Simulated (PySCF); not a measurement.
## Working with the constants of HfO⁺

PW91 constants of HfO⁺, ²Σ⁺ (doublet), unpaired electrons σ ↑ (PySCF, scalar-relativistic core potentials, basis sets Hf def2-TZVPPD with ECP60, O def2-TZVPPD; masses 179.9465 and 15.9949 u):

```
ωe   : 1001.6 cm⁻¹
ωexe : 3.15 cm⁻¹
Be   : 0.3935 cm⁻¹
αe   : 0.00170 cm⁻¹
```

Problem. What force constant and bond length do these constants imply?

Solution. Reduced mass μred = 14.689 u; k = 5.8918×10⁻⁷·μred·ωe² (u, cm⁻¹, mdyn/Å) = 8.68 mdyn/Å; Re = √(16.8576/(μred·Be)) (u, cm⁻¹, Å) = 1.708 Å.

Problem. Estimate the centrifugal constant D from the Kratzer relation and find the Dunham coefficient a1.

Solution. D = 4Be³/ωe² = 2.43e-07 cm⁻¹; a1 = −1 − αeωe/(6Be²) = -2.83.

De is left out where the level can put another filling of the metal’s s and d shells below the measured ground configuration, by anything from nothing to about 1 eV. Spin–orbit coupling is left out, which matters for elements this heavy, above all for dissociation energies. With d or f electrons several states lie close, and the lowest PBE0 determinant need not be the measured ground state.
